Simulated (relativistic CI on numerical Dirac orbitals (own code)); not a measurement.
Spin-allowed bands of a d3 ion in an octahedral site, by hand

Problem. Take Δ = 25600 cm⁻¹ and B = 740 cm⁻¹ for a d3 ion in an octahedral site. Calculate the three spin-allowed bands.

Working.
1. The terms of highest spin are 4F (energy 0) and 4P (15B = 11100 cm⁻¹). Here the F term splits into A2 at −1.2Δ = -30720, T2 at −0.2Δ = -5120 and T1 at +0.6Δ = 15360 cm⁻¹.
2. The two T1 states mix through the element 0.4Δ: H = [[15360, 10240], [10240, 11100]], with roots ½(H₁₁ + H₂₂) ∓ ½√[(H₂₂ − H₁₁)² + 4H₁₂²] = ½(26460) ∓ ½(20918) = 2771 and 23689 cm⁻¹.
3. The ground term is 4A2 at -30720 cm⁻¹.
4. Bands: 4T2 25600 cm⁻¹ (391 nm), 4T1(F) 33491 cm⁻¹ (299 nm), 4T1(P) 54409 cm⁻¹ (184 nm).

Check. Exact diagonalisation of the whole d3 shell with these parameters gives 4T2 25600, 4T1 33491, 4T1 54409 cm⁻¹. The match is exact, since without spin-orbit coupling no other term has this spin. The ratio of the second band to the first, 1.308, depends on Δ/B = 34.6 alone, which is how a Tanabe-Sugano diagram is read.
